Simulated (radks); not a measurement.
Task: Coulomb parameter of the 4f shell of neutral gadolinium in the model configuration [Xe] 4f8 5d1 6s1, as a second difference U = [E(n + 0.25) + E(n - 0.25) - 2 E(n)] / (0.25)^2 with all orbitals relaxed. "Bare": the charge of the atom changes with n. "Screened": the 6s shell takes up the change at fixed total charge, which measures U(4f,4f) + U(6s,6s) - 2 U(4f,6s). Calculated with a radial shooting solver on a logarithmic mesh with Libxc functionals: scalar-relativistic Kohn-Sham, PBE, spin-unpolarised, spherical densities, finite nucleus; Fermi nuclear charge, rms radius 5.1569 fm. Estimate both.

Result: U(bare) = 9.553 eV, U(screened by 6s) = 4.655 eV, against the Slater integral F0(4f,4f) = 27.525 eV with frozen orbitals. The step up makes a negative ion, whose loosely bound charge lowers the bare value.
